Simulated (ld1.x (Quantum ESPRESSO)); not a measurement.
**What the settings do to the PAW potential of aluminium (Al)**

Base potential:

```json
{
 "Element": "Al",
 "Generator": "ld1.x (Quantum ESPRESSO) 7.5",
 "Type": "PAW",
 "Functional": "PBE",
 "Relativity": "scalar-relativistic",
 "Frozen core": "[Ne]",
 "Valence charge": "3",
 "Reference configuration": "3s1 3p2",
 "Partial waves": "3s (bound): rcut 1.20, rcutus 1.65 bohr; 3s channel at -0.25 Ry: rcut 1.20, rcutus 1.65 bohr; 3p (bound): rcut 2.55, rcutus 2.70 bohr; 3p channel at 1 Ry: rcut 2.55, rcutus 2.70 bohr; 3d channel at 0.3 Ry: rcut 2.30, rcutus 2.75 bohr",
 "Local potential": "all-electron potential smoothed inside 2.15 bohr (lloc = -1)",
 "Core correction": "Bessel-smoothed model core inside 1.00 bohr",
 "Augmentation charge": "PSQ, radius 1.25 bohr"
}
```

Cutoffs, loose and tight: the cutoffs (Ry, on a coarse ladder) from which the occupation-weighted sum of valence levels, in a spherical-Bessel basis at the reference potential, stays within 10 and 1 mRy of its value at 400 Ry. They do not see the model core or the augmentation charge, which bear on the density cutoff. Test errors are all-electron minus pseudo excitation energies from the reference, over the configurations 3s2 3p1; 3s2 3p0; 3s1 3p0; 3s1 3p1; 3s0 3p3; 3s2 3p1.3; 3s2 3p0.5. A dash means not determined; rows that change the core or the reference have their own tests. The largest error is taken over the tests solved by every variant that gives reliable tests at all: 3s0 3p3; 3s1 3p0; 3s1 3p1; 3s2 3p0; 3s2 3p0.5.

A true bound ghost makes a file unfit for plane-wave use even where its test errors are small: the radial tests pick states by their node count and pass the ghost by. Where a test does run into it, the solver fails or the error is huge.

| change | outcome | cutoff, loose | cutoff, tight | bound ghosts | largest test error (meV) |
| --- | --- | --- | --- | --- | --- |
| base | generated | 8 Ry | 15 Ry | none | -11 |
| reference 3s2 3p0 | generated | 10 Ry | 15 Ry | none | -13 |
| wave 3d channel at 0.3 Ry: rcut 2.30, rcutus 2.75 bohr becomes 3d channel at 0.3 Ry: rcut 2.30, rcutus 2.98 bohr | generated | 8 Ry | 15 Ry | none | -11 |
| functional PBEsol | generated | 8 Ry | 15 Ry | none | -13 |
| non-relativistic; added wave 3d channel at 2.85 Ry: rcut 2.30, rcutus 2.75 bohr | generated | 8 Ry | 15 Ry | none | -11 |
| wave 3d channel at 0.3 Ry: rcut 2.30, rcutus 2.75 bohr becomes 3d channel at 0.18 Ry: rcut 2.30, rcutus 2.75 bohr | generated | 8 Ry | 15 Ry | none | -11 |
| waves 3p (bound): rcut 2.55, rcutus 2.84 bohr; 3p channel at 1 Ry: rcut 2.55, rcutus 2.84 bohr | generated | 8 Ry | 15 Ry | none | -11 |
| core [He], valence charge 11; reference 2s2 2p6 3s2 3p1; waves now 2s (bound): rcut 1.20, rcutus 1.35 bohr; 3s (bound): rcut 1.20, rcutus 1.35 bohr; 2p (bound): rcut 1.05, rcutus 1.20 bohr; 3p (bound): rcut 1.05, rcutus 1.20 bohr; 3d channel at 0.3 Ry: rcut 0.95, rcutus 1.15 bohr; 3d channel at 1.95 Ry: rcut 0.95, rcutus 1.15 bohr; local potential all-electron potential smoothed inside 1.30 bohr (lloc = -1); core correction Bessel-smoothed model core inside 0.60 bohr; augmentation PSQ, radius 1.10 bohr | generated | 80 Ry | 140 Ry | none | test run stopped at test 1 of 7 (negative rho) |
| core correction Bessel-smoothed model core inside 1.90 bohr | generated | 8 Ry | 15 Ry | none | -8.5 |
| augmentation PSQ, radius 1.15 bohr | generated | 8 Ry | 15 Ry | none | test run stopped at test 1 of 7 (negative rho) |

(1) What comes out with this change to the base: waves 3s (bound): rcut 1.20, rcutus 2.26 bohr; 3s channel at -0.25 Ry: rcut 1.20, rcutus 2.26 bohr?

(2) What comes out with this change to the base: local potential all-electron potential smoothed inside 1.64 bohr (lloc = -1)?

Results:

(1) outcome: generated; cutoff, loose: 6 Ry; cutoff, tight: 8 Ry; bound ghosts: none; largest test error (meV): -11.

(2) outcome: generated; cutoff, loose: 6 Ry; cutoff, tight: 10 Ry; bound ghosts: s; largest test error (meV): -11.
